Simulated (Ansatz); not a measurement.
`BN[SiH2]NC` + HCl → `CN[SiH2]Cl` + `BN`  (ligand exchange at the Si–N bond)

Isolated molecules relaxed with PBE0-D4/def2-TZVP in Ansatz; ΔE leaves out vibrations. CCSD(T)/CBS is the MP2 limit (def2-TZVPP, def2-QZVPP) plus CCSD(T) − MP2 in def2-TZVPP, frozen cores. This one scheme is used for every species. Each species was taken in one conformer, which may not be the lowest.

`BN[SiH2]NC`:

Z-matrix (Å, degrees):
```
Si
N 1 1.750
N 1 1.704 2 115.3
H 1 1.486 2 108.9 3 117.8
H 1 1.482 2 103.8 3 -121.1
B 2 1.398 1 126.9 3 111.2
H 2 1.012 1 116.6 3 -67.0
C 3 1.446 1 124.8 2 -64.4
H 3 1.006 1 119.2 2 101.5
H 6 1.198 2 119.0 1 1.0
H 6 1.199 2 119.9 1 -178.8
H 8 1.097 3 113.2 1 98.3
H 8 1.094 3 111.4 1 -139.6
H 8 1.093 3 109.6 1 -21.3
```

HCl:

```xyz
2

Cl   -0.358   -0.178    0.499
H     0.358    0.178   -0.499
```

`CN[SiH2]Cl`:

Cartesian coordinates in Å:
```
C -1.020 -0.913 -0.343
N 0.306 -0.349 -0.498
Si 0.833 1.055 0.297
Cl 1.072 0.856 2.348
H -1.091 -1.624 0.488
H -1.336 -1.420 -1.259
H -1.737 -0.111 -0.153
H 1.004 -1.025 -0.766
H 2.160 1.420 -0.246
H -0.190 2.111 0.131
```

`BN`:

Z-matrix (Å, degrees):
```
B
N 1 1.385
H 1 1.197 2 119.0
H 1 1.197 2 119.0 3 -180.0
H 2 1.006 1 123.2 3 -0.0
H 2 1.006 1 123.2 3 180.0
```

| level | ΔE (kcal/mol) |
| --- | --- |
| HF/def2-TZVPP | -14.8 |
| HF/def2-QZVPP | -14.7 |

Question: What does CCSD(T)/CBS give? (Estimate.)

Answer: Computed: -13.6 kcal/mol. The listed levels differ from it by -1.2, -1.1 kcal/mol.

Largest T1 diagnostic among the species: 0.012.

The D4 term adds +1.0 kcal/mol with B3LYP and +0.6 kcal/mol with PBE0; it sums over pairs of atoms, weighted by their polarisabilities, and B3LYP, whose exchange is more repulsive, gets the larger term. In def2-TZVPP, CCSD(T) changes the Hartree–Fock value by +2.0 kcal/mol (the triples alone add +0.1 kcal/mol) and MP2 by +1.3 kcal/mol.

B3LYP here is the variant with VWN-RPA as its local correlation; programs differ in this.
